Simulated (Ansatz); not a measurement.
How basis sets differ on CsF (SMILES [F][Cs])

CsF: 2 atoms, total charge 0, spin state singlet. As SMILES, `[F][Cs]`. Geometry: the measured bond length.

```xyz
2

F     0.0000    0.0000    0.0000
Cs    0.0000    0.0000    2.3454
```

Quantity: the dipole moment, in D. The values are calculated.

```json
{"level": "SPW92/def2-SVP (core potential)", "kind": "LDA", "program": "Ansatz", "value (D)": "6.81"}
{"level": "SPW92/def2-TZVP (core potential)", "kind": "LDA", "program": "Ansatz", "value (D)": "7.23"}
{"level": "SPW92/def2-TZVPP (core potential)", "kind": "LDA", "program": "Ansatz", "value (D)": "7.22"}
{"level": "SPW92/def2-QZVP (core potential)", "kind": "LDA", "program": "Ansatz", "value (D)": "7.27"}
```

The values span 6.81 to 7.27 D.
